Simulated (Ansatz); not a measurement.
Born–Oppenheimer molecular dynamics of ClH$_{3}$O$_{2}$Sn (7 atoms, charge 0, multiplicity 1). It goes on from the last frame of an earlier run, with new velocities.

Computed with RKS PBE/def2-SVP (Ansatz).

```
ensemble        : NVT, Nosé–Hoover chain
time step       : 1 fs
steps asked     : 166
set temperature : 1000 K
thermostat      : time constant 100 fs, chain length 3 (defaults)
seed            : 821509
```

Frames 10 fs apart, positions in Å, forces in eV/Å.

Velocities at 20 fs (Å/ps):

```
Sn 1.34 1.14 -1.00
H -5.28 2.59 -32.05
O 3.53 4.55 5.59
H 12.32 7.91 -15.51
O -2.22 -4.34 2.90
H 24.73 3.28 23.14
Cl -5.99 -4.31 0.20
```

```xyz
7
Properties=species:S:1:pos:R:3:forces:R:3 time_fs=20 energy_less_start_eV=0.312 T=534
Sn -0.148 0.008 0.220 2.02 1.57 -0.46
H 0.236 0.895 1.734 -0.40 -0.63 -0.38
O 1.836 0.133 -0.595 -2.67 1.87 0.99
H 2.136 -0.744 -0.733 0.70 -2.19 -0.49
O -1.493 1.058 -0.874 -1.56 -0.54 1.28
H -2.386 0.803 -0.403 1.89 0.59 -1.21
Cl -1.218 -2.054 -0.014 0.02 -0.67 0.26
7
Properties=species:S:1:pos:R:3:forces:R:3 time_fs=30 energy_less_start_eV=0.118 T=824
Sn -0.128 0.022 0.205 1.17 -0.21 -0.55
H 0.105 0.867 1.686 -0.07 -0.25 0.28
O 1.819 0.167 -0.523 -1.76 0.90 0.95
H 2.165 -0.629 -0.918 0.22 -1.11 -0.62
O -1.502 1.017 -0.841 -1.05 0.15 0.67
H -2.311 0.874 -0.249 0.91 0.28 -1.04
Cl -1.275 -2.101 -0.008 0.57 0.24 0.31
7
Properties=species:S:1:pos:R:3:forces:R:3 time_fs=40 energy_less_start_eV=0.038 T=952
Sn -0.100 0.034 0.186 -2.08 -1.01 1.30
H -0.071 0.622 1.837 0.13 -0.21 -0.24
O 1.736 0.186 -0.432 0.91 -0.45 -0.91
H 1.948 -0.453 -1.155 -0.09 0.39 0.28
O -1.507 0.995 -0.814 0.62 0.73 -0.98
H -2.348 1.013 -0.341 -0.41 -0.17 0.39
Cl -1.317 -2.144 0.006 0.93 0.73 0.17
7
Properties=species:S:1:pos:R:3:forces:R:3 time_fs=50 energy_less_start_eV=0.363 T=484
Sn -0.087 0.038 0.176 -4.33 -1.72 2.42
H -0.161 0.195 1.944 0.23 0.21 -0.60
O 1.702 0.191 -0.381 2.32 -0.40 -2.99
H 1.726 -0.100 -1.359 0.36 0.57 1.55
O -1.505 1.016 -0.825 2.88 0.71 -1.80
H -2.308 0.994 -0.362 -2.41 -0.25 1.48
Cl -1.336 -2.167 0.025 0.95 0.89 -0.06
7
Properties=species:S:1:pos:R:3:forces:R:3 time_fs=60 energy_less_start_eV=0.194 T=769
Sn -0.106 0.029 0.181 -1.01 -1.48 -0.46
H -0.051 0.021 1.848 0.16 0.39 0.80
O 1.780 0.194 -0.414 0.09 0.53 -2.39
H 1.839 0.408 -1.424 -0.14 -0.51 2.11
O -1.482 1.075 -0.860 2.79 0.82 -1.10
H -2.219 0.824 -0.351 -2.63 -0.63 1.19
Cl -1.328 -2.167 0.043 0.74 0.87 -0.14
7
Properties=species:S:1:pos:R:3:forces:R:3 time_fs=70 energy_less_start_eV=0.135 T=881
Sn -0.134 0.007 0.188 1.32 -0.23 0.49
H 0.201 0.173 1.984 -0.34 0.04 -1.07
O 1.861 0.203 -0.482 -1.28 0.93 -0.98
H 1.976 0.832 -1.285 -0.53 -1.25 1.39
O -1.436 1.143 -0.873 1.51 0.37 0.16
H -2.274 0.739 -0.649 -1.17 -0.46 0.09
Cl -1.300 -2.144 0.057 0.49 0.60 -0.09
7
Properties=species:S:1:pos:R:3:forces:R:3 time_fs=80 energy_less_start_eV=0.105 T=960
Sn -0.154 -0.017 0.195 1.21 0.41 -2.00
H 0.224 0.414 1.725 -0.06 0.30 1.43
O 1.858 0.208 -0.535 -1.78 0.40 -0.08
H 1.847 1.046 -1.083 -0.09 -0.84 0.36
O -1.376 1.201 -0.858 -0.08 -0.18 0.06
H -2.204 0.762 -1.179 0.64 0.02 0.29
Cl -1.259 -2.105 0.070 0.16 -0.11 -0.06
7
Properties=species:S:1:pos:R:3:forces:R:3 time_fs=90 energy_less_start_eV=0.051 T=1096
Sn -0.163 -0.036 0.193 1.36 2.16 1.14
H 0.010 0.703 1.879 -0.29 -0.69 -1.01
O 1.750 0.199 -0.568 -0.95 -0.93 0.44
H 1.634 1.083 -0.945 0.14 0.58 -0.41
O -1.308 1.254 -0.832 -0.90 -1.12 -1.61
H -1.767 0.739 -1.599 0.92 1.07 1.56
Cl -1.212 -2.069 0.080 -0.27 -1.06 -0.11
7
Properties=species:S:1:pos:R:3:forces:R:3 time_fs=100 energy_less_start_eV=0.209 T=918
Sn -0.163 -0.041 0.197 -1.00 1.37 0.33
H -0.419 0.599 1.690 0.08 0.26 1.28
O 1.587 0.173 -0.594 1.50 -2.18 0.15
H 1.572 1.050 -0.929 0.14 2.03 -0.89
O -1.243 1.291 -0.825 0.09 -0.94 -3.00
H -1.187 0.934 -1.812 -0.37 1.13 2.37
Cl -1.171 -2.060 0.088 -0.45 -1.67 -0.25
7
Properties=species:S:1:pos:R:3:forces:R:3 time_fs=110 energy_less_start_eV=0.310 T=810
Sn -0.171 -0.032 0.209 -2.46 1.55 1.99
H -0.668 0.441 1.884 0.64 -0.16 -0.79
O 1.508 0.136 -0.659 2.15 -2.59 0.00
H 1.621 1.002 -0.983 0.31 2.39 -0.85
O -1.178 1.317 -0.860 0.53 0.70 -2.51
H -0.812 1.447 -1.831 -0.89 -0.54 2.47
Cl -1.141 -2.095 0.090 -0.28 -1.34 -0.31
7
Properties=species:S:1:pos:R:3:forces:R:3 time_fs=120 energy_less_start_eV=0.018 T=1303
Sn -0.197 -0.010 0.232 0.16 0.49 -0.95
H -0.479 0.242 1.887 0.20 0.31 0.31
O 1.561 0.081 -0.771 -0.11 -0.94 0.65
H 1.659 1.008 -1.020 0.11 0.64 -0.17
O -1.124 1.362 -0.915 0.45 0.72 -0.69
H -0.530 1.788 -1.617 -0.81 -0.98 1.14
Cl -1.117 -2.166 0.083 0.00 -0.24 -0.28
7
Properties=species:S:1:pos:R:3:forces:R:3 time_fs=130 energy_less_start_eV=0.207 T=1074
Sn -0.223 0.016 0.250 1.32 -0.63 -0.94
H -0.127 0.291 1.996 -0.06 0.06 -0.53
O 1.621 0.009 -0.864 -1.37 0.91 1.02
H 1.736 0.990 -1.037 0.05 -0.98 0.13
O -1.086 1.414 -0.953 -0.18 -0.39 0.73
H -0.271 1.812 -1.314 0.02 0.14 -0.36
Cl -1.093 -2.245 0.069 0.22 0.89 -0.04
```

Of the whole run (166 fs, mean temperature of the second half 999 K): The conserved energy stayed within 2.5 meV per atom of its start (net change 0.12 meV per atom), so the integration is sound. A run of 0.17 ps of so small a system gives no equilibrium averages.

Run time: 2 min on 2 threads of Intel(R) Xeon(R) 6975P-C (Granite Rapids) (shared host), peak memory 0.14 GiB.
